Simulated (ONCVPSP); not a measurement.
Before and after: ONCV potential for Sc

| Property | Result |
| --- | --- |
| Element | Sc (Z = 21) |
| Generator | ONCVPSP 4.0.1 |
| Type | optimised norm-conserving Vanderbilt (ONCV) |
| Functional | LDA (Perdew-Wang 92) |
| Relativity | scalar-relativistic |
| Frozen core | [Ne] |
| Valence charge | 11 |
| Reference configuration | 3s2 3p6 3d1 4s1.75 4p0.25 |
| Partial waves | 3s+4s: rc 1.75 bohr, ncon 5, nbas 10, qcut 8.5 1/bohr, 2 projectors; 3p+4p: rc 1.70 bohr, ncon 4, nbas 8, qcut 10.3 1/bohr, 2 projectors; 3d: rc 2.50 bohr, ncon 3, nbas 8, qcut 7.6 1/bohr, 1 projector; f scattering state at 0.3 Ha: rc 2.60 bohr, ncon 5, nbas 8, qcut 4.4 1/bohr, 3 projectors, debl 3.5 Ha |
| Local potential | polynomial inside 1.15 bohr (lpopt 3, dvloc0 0 Ha) |
| Core correction | polynomial model core, fcfact 0.25 |

Change: all radii but the core radius scaled by about 0.78 (s 1.36, p 1.32, d 1.94, f 2.02 bohr); local potential polynomial inside 0.90 bohr (lpopt 3, dvloc0 0 Ha).

Cutoffs: the cutoffs (Ha) at which the residual kinetic energy of the hardest occupied pseudo-wave falls to 1 and 0.1 mHa per electron; they do not see the model core or the augmentation charge, which bear on the density cutoff. Errors are all-electron minus pseudo energies relative to the spin-unpolarised reference configuration.

Question: What does the change do?

Answer: The potential gets harder (22 Ha and 27 Ha → 28 Ha and 37 Ha); of the 3 tests that both files solve, the error grows in 0 and shrinks in 1 by more than 15 % and 0.3 meV (median size 0.4 → 0.3 meV); neither file shows a bound ghost. A smaller radius makes the pseudo-wave follow the all-electron one further in, where it bends more sharply, so more plane waves are needed.

```csv
quantity,base,changed
"cutoff, loose",22 Ha,28 Ha
"cutoff, tight",27 Ha,37 Ha
loose cutoff by channel,"s 22 Ha, p 18 Ha, d 18 Ha","s 28 Ha, p 25 Ha, d 21 Ha"
bound ghosts,none,none
GHOST(+) flags under 300 eV,none,none
tests with a reliable result,3 of 4,3 of 4
"error for 3s2 3p6 3d1 4s2 4p0, meV [ΔE -0.70 eV]",0.0,0.0
"error for 3s2 3p6 3d1 4s1 4p0, meV [ΔE 6.36 eV]",-0.4,-0.3
"error for 3s2 3p6 3d1 4s0 4p0, meV [ΔE 19.32 eV]",-2.9,-1.4
"rms error of d²Exc/dni dnj with the model core, mHa",0.54,0.57
```
